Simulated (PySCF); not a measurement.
Two species compared at the same levels of theory.

First species: C₄H₁₁OPS.
SMILES: `CC[P@H](=O)CSC`

Second species: C4H8OSi2.
Geometry (GFN2-xTB, Å), atoms numbered from 1 in this order:
```xyz
15
C4H8OSi2 angstrom
C      0.618    1.415    3.246
C      0.544    0.643    2.328
Si     0.433   -0.556    0.925
C     -1.206   -0.388   -0.043
C     -0.867   -0.467   -1.540
Si     0.906    0.206   -1.771
O      1.467   -0.077   -0.259
H      0.685    2.096    4.045
H      0.822   -1.910    1.310
H     -1.645    0.589    0.173
H     -1.959   -1.129    0.228
H     -1.622    0.045   -2.137
H     -0.888   -1.514   -1.854
H      1.732   -0.591   -2.670
H      0.975    1.645   -2.003
```

Levels: CAM-B3LYP/def2-SVPD for HOMO energy, LUMO energy, HOMO–LUMO gap and static isotropic polarisability; TDDFT CAM-B3LYP/def2-SVPD for lowest singlet excitation; TDA CAM-B3LYP/def2-SVPD for lowest triplet excitation (Tamm–Dancoff). Geometries: GFN2-xTB. All species are isolated and taken at one optimised geometry, non-relativistic unless stated; the electronic structure was computed with PySCF and density fitting.

The conformers computed, where there is a choice (atom-mapped SMILES and torsion angles):
- `[CH3:1][CH2:2][P@H:3](=[O:4])[CH2:5][S:6][CH3:7]`: C1–C2–P3–O4 -56°, C2–P3–C5–S6 60°, P3–C5–S6–C7 78°

The conformers of `C#C[Si@H]1CC[SiH2]O1` aren't listed.

Values for the first species:

| Property | Result |
| --- | --- |
| HOMO energy | -7.81 eV |
| LUMO energy | 1.14 eV |
| HOMO–LUMO gap | 8.95 eV |
| Lowest singlet excitation | 5.36 eV |
| Lowest triplet excitation (Tamm–Dancoff) | 4.90 eV |
| Static isotropic polarisability | 94.9 au |

**Question.** Estimate the same properties for the second species, and the change in each.

**Answer.** 
```
                                property     first    second  second less first
                             HOMO energy  -7.81 eV  -9.31 eV           -1.50 eV
                             LUMO energy   1.14 eV   0.69 eV           -0.45 eV
                           HOMO–LUMO gap   8.95 eV  10.00 eV           +1.05 eV
               lowest singlet excitation   5.36 eV   5.99 eV           +0.63 eV
lowest triplet excitation (Tamm–Dancoff)   4.90 eV   5.04 eV           +0.14 eV
         static isotropic polarisability   94.9 au   92.5 au            -2.4 au
```

On the first: In wavenumbers S1 is 43300 cm⁻¹ (1 eV = 8065.54 cm⁻¹). The principal polarisabilities are 86.9, 88.1 and 109.7 au; their mean is the isotropic value.

On the second: The principal polarisabilities are 79.6, 84.4 and 113.5 au; their mean is the isotropic value. The vertical singlet–triplet gap S1 − T1 is 0.95 eV (TDDFT singlet less Tamm–Dancoff triplet; S1: HOMO→LUMO, weight 0.48; T1: HOMO−1→LUMO, weight 0.35).
